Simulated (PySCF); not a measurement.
## `CN1BNB(C=S)NB1`, C2H8B3N3S

Geometry:
| atom | x (Å) | y (Å) | z (Å) |
| --- | --- | --- | --- |
| C1 | -2.888 | -0.554 | -0.272 |
| N2 | -1.463 | -0.359 | -0.064 |
| B3 | -0.913 | 0.958 | -0.155 |
| N4 | 0.488 | 1.137 | 0.056 |
| B5 | 1.354 | 0.045 | 0.355 |
| C6 | 2.906 | 0.252 | 0.588 |
| S7 | 3.928 | -0.956 | 0.948 |
| N8 | 0.774 | -1.246 | 0.437 |
| B9 | -0.617 | -1.477 | 0.234 |
| H10 | -3.139 | -1.622 | -0.205 |
| H11 | -3.204 | -0.192 | -1.263 |
| H12 | -3.484 | -0.018 | 0.483 |
| H13 | -1.624 | 1.904 | -0.407 |
| H14 | 0.867 | 2.073 | -0.012 |
| H15 | 3.322 | 1.273 | 0.505 |
| H16 | 1.400 | -2.017 | 0.651 |
| H17 | -1.081 | -2.591 | 0.310 |

Level of theory: PySCF, quadratic response CAM-B3LYP/aug-cc-pVDZ first hyperpolarisability, Taylor convention, gas phase. Geometry: PBE0-D3(BJ)/def2-SVP.

(1) Give the tensor of the second harmonic β(−2ω;ω,ω) at 1907 nm in the axes of these coordinates.

## Answers

(1) In au, Taylor convention; rows are the first index (the induced dipole):
|  | xx | yy | zz | xy | xz | yz |
| --- | --- | --- | --- | --- | --- | --- |
| x | -705.7 | -30.3 | -24.7 | +60.8 | -129.9 | +14.6 |
| y | +63.8 | +48.2 | +2.8 | -30.1 | +15.0 | -11.0 |
| z | -130.5 | -11.2 | -5.2 | +14.7 | -23.9 | +1.9 |

Norm of βᵢ = ⅓ Σⱼ (βᵢⱼⱼ + βⱼᵢⱼ + βⱼⱼᵢ): 782.0 au, hyper-Rayleigh value 317.5 au.
